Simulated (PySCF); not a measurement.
BF3, charge +1, doublet, geometry from GFN2-xTB (a state made from the parent by changing its charge; the spin is typed, not shown lowest). Base run: CASSCF(3,4)/def2-SVP run with PySCF.

The PySCF input:
```python
from pyscf import gto, scf, mcscf
import numpy

mol = gto.Mole()
mol.atom = '''
    B     0.02366314   -0.01067882    0.01013208
    F    -1.10306702   -0.68124919    0.00854288
    F    -0.03892842    1.19661447   -0.49752254
    F     1.12884925   -0.50943260    0.48335073
'''
mol.basis = 'def2-svp'
mol.charge = 1
mol.spin = 1
mol.verbose = 4
mol.build()

mf = scf.ROHF(mol)
mf.kernel()
mc = mcscf.CASSCF(mf, 4, 3)
mc.fix_spin_(ss=0.75)
mc.kernel()
occ = numpy.linalg.eigvalsh(mc.fcisolver.make_rdm1(mc.ci, mc.ncas, mc.nelecas))[::-1]
ss = mc.fcisolver.spin_square(mc.ci, mc.ncas, mc.nelecas)[0]
print('natural occupations', occ.round(4), ' <S^2>', round(ss, 4))
```

Variants of this job, named by their change:

| change | ΔE vs base (mEh) | natural occupations | <S^2> of the state | core-seconds (rough) | outcome |
|---|---|---|---|---|---|
| base | 0.000 | 1.98 1.00 0.01 0.00 | 0.75 | 10 | converged |
| correction = SC-NEVPT2 | -576.9 | 1.98 1.00 0.01 0.00 | 0.75 | 20 | converged |
| conv_tol = 1e-5 | 55.308 | 2.00 1.00 0.00 0.00 | 0.75 | 1 | converged |
| solver = newton | -1.875 | 1.98 1.00 0.01 0.00 | 0.75 | 20 | converged |
| active space = 9 electrons, 7 orbitals | - | - | - | - | not converged |
| active space = 5 electrons, 7 orbitals | - | - | - | - | not converged |
| active space = 7 electrons, 6 orbitals | - | - | - | - | not converged |
| orbitals = fixed (CASCI) | 55.308 | 2.00 1.00 0.00 0.00 | 0.75 | 0.8 | converged |
| fix_spin_ = off | -1.875 | 1.98 1.00 0.01 0.00 | 0.75 | 10 | converged |
| state_average = 2 states | 37.759 | - | - | 10 | converged |
| active space = 3 electrons, 3 orbitals | 51.115 | 2.00 1.00 0.00 | 0.75 | 8 | converged |

Active orbitals are taken around the Fermi level unless the row says otherwise; CASSCF can end in different local minima, and two programs can end on different orbitals. State-averaged rows give the lowest state.

Open shells are given as the SCF converged; they aren't shown to be the lowest states, and a large step between rows can be another state.
